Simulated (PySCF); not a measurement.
Atoms are numbered as in `[O:1]=[CH:2]/[C:3]([SiH3:4])=[CH:5]\[C:6]([F:7])([F:8])[CH2:9][F:10]`; H(Xn) means a hydrogen on atom n.

Gas phase, no relativistic terms, averaged over atoms made equivalent by symmetry, fast rotation or ring inversion, one conformer. PBE0/pcSseg-1 with gauge-including orbitals; coordinates at the GFN2-xTB level; PySCF 2.14.

δ = σ(ref) − σ, references computed at the same level: TMS for ¹³C (σ = 186.93 ppm), ¹H (σ = 31.72 ppm), ²⁹Si (σ = 349.16 ppm); ¹⁷O (σ = 336.08 ppm) vs H2O; ¹⁹F (σ = 170.95 ppm) vs CFCl3.

```json
{"atoms": "H(C9)", "nucleus": "¹H", "count": "2", "δ (ppm)": "5.21"}
{"atoms": "C6", "nucleus": "¹³C", "count": "1", "δ (ppm)": "125.1"}
{"atoms": "H(C2)", "nucleus": "¹H", "count": "1", "δ (ppm)": "?"}
{"atoms": "F10", "nucleus": "¹⁹F", "count": "1", "δ (ppm)": "-268.9"}
{"atoms": "O1", "nucleus": "¹⁷O", "count": "1", "δ (ppm)": "?"}
{"atoms": "C2", "nucleus": "¹³C", "count": "1", "δ (ppm)": "205.0"}
{"atoms": "H(Si4)", "nucleus": "¹H", "count": "3", "δ (ppm)": "4.37"}
{"atoms": "F7/F8", "nucleus": "¹⁹F", "count": "2", "δ (ppm)": "-122.6"}
{"atoms": "Si4", "nucleus": "²⁹Si", "count": "1", "δ (ppm)": "-70.6"}
{"atoms": "C3", "nucleus": "¹³C", "count": "1", "δ (ppm)": "154.8"}
{"atoms": "C9", "nucleus": "¹³C", "count": "1", "δ (ppm)": "?"}
{"atoms": "C5", "nucleus": "¹³C", "count": "1", "δ (ppm)": "?"}
{"atoms": "H(C5)", "nucleus": "¹H", "count": "1", "δ (ppm)": "6.59"}
```

Estimate the values marked ?.

Results:


- C5: 149.8 ppm, β carbon of a C=C–C=O unit; conjugation with the carbonyl draws π density from the β position
- C9: 95.7 ppm, sp3 CH2 bonded to F; deshielded by the electronegative neighbour
- H(C2): 10.45 ppm, hydrogen on an aldehyde carbonyl carbon; deshielded by the polar, anisotropic C=O bond
- O1: 703.7 ppm, aldehyde oxygen

Shifts are as computed. Against solution values, carbons near 30 ppm lie about +3 ppm off and those near 130 ppm about +5 ppm. Of 1211 compounds with measured shifts, 218 miss one by over three times the rms of a fit or turn the order of signals round; such compounds aren't used in these exercises. Unscaled 19F shifts against computed CFCl3 carry errors that often reach 10 to 50 ppm. Unscaled 17O shifts of doubly bonded oxygen tend to come out too high, by tens of ppm or more. Experimental scales use liquid or dissolved standards, which lie at an offset from isolated H2O (liquid H2O: subtract about 36 ppm).
